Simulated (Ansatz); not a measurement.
Start from `[CH2]1[CH2][AlH]1` and change one atom or group to get `[OH][Al]1[CH2][CH2]1`.

Ansatz, PBE0-D4/def2-TZVP geometries, multiplicity 1. Each molecule was computed in one conformer, which needn't be the lowest.

```csv
property,`[CH2]1[CH2][AlH]1`
size of the dipole moment (B3LYP/def2-TZVPP) / D,0.83
HOMO–LUMO gap (PBE/def2-TZVPP) / eV,2.72
HOMO energy (ωB97M-V/def2-TZVPP) / eV,-7.98
"ideal-gas entropy at 298 K and 1 bar (rigid rotor, harmonic PBE0-D4/def2-TZVP) / J/(mol·K)",271
HOMO energy (PBE0/def2-TZVPP) / eV,-5.83
HOMO energy (PBE/def2-TZVPP) / eV,-4.75
```

Task: Give the same properties after the change, and the shifts. (Best estimate.)

Result: The calculation gave: 
```csv
property,`[OH][Al]1[CH2][CH2]1`,shift
size of the dipole moment (B3LYP/def2-TZVPP) / D,1.58,0.75
HOMO–LUMO gap (PBE/def2-TZVPP) / eV,3.16,0.44
HOMO energy (ωB97M-V/def2-TZVPP) / eV,-8.12,-0.14
"ideal-gas entropy at 298 K and 1 bar (rigid rotor, harmonic PBE0-D4/def2-TZVP) / J/(mol·K)",309,38
HOMO energy (PBE0/def2-TZVPP) / eV,-5.92,-0.09
HOMO energy (PBE/def2-TZVPP) / eV,-4.77,-0.02
```

With PBE0 the HOMO falls by 0.09 eV and the LUMO rises by 0.49 eV, so the gap widens by about 0.58 eV. PBE moves the HOMO by -0.02 eV and ωB97M-V by -0.14 eV. The zero-point energy changes by 19.3 kJ/mol with +3 modes. Dipoles are sizes alone; their direction can turn.

B3LYP here is the variant with VWN-RPA as its local correlation; programs differ in this.
